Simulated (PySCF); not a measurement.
C₃H₆FNSi.

```xyz
12

F      1.7433     0.0747    -1.2511
Si     0.9041     0.1503     0.1480
C     -0.5194     1.3326     0.0771
C     -1.6519     0.6161     0.1775
C     -1.5323    -0.8680     0.3599
N     -0.1290    -1.1952     0.4143
H      1.9778     0.3399     1.1585
H     -0.5326     2.4158    -0.0624
H     -2.6565     1.0524     0.1289
H     -2.0653    -1.3776    -0.4691
H     -2.0650    -1.1617     1.2866
H      0.1183    -2.1636     0.5583
```
Charge 0, spin multiplicity 1.

Coordinates come from a PBE0-D3(BJ)/def2-SVP optimisation. The structure was generated by enumeration; whether it is a known compound was not checked. One conformer was computed; it need not be the lowest.

Computed with KT2/pcSseg-1 (PySCF). Non-relativistic, no solvent.

Computed absolute GIAO shielding of each atom: isotropic value and principal components (ppm):
```tsv
atom	σ(iso)	σ11	σ22	σ33	span
F1	287.6	221.9	295.2	345.6	123.7
Si2	371.8	341.9	381.7	391.8	49.9
C3	64.0	-33.5	54.6	170.8	204.3
C4	32.7	-82.5	36.2	144.4	226.9
C5	127.5	111.6	122.3	148.5	36.8
N6	208.0	176.6	210.6	236.6	60.0
H7	25.5	21.8	23.5	31.2	9.3
H8	25.2	24.4	24.8	26.5	2.1
H9	24.1	23.1	23.3	25.8	2.7
H10	27.0	22.2	25.5	33.2	11.0
H11	27.2	22.4	25.6	33.5	11.1
H12	29.5	22.0	27.3	39.1	17.1
```
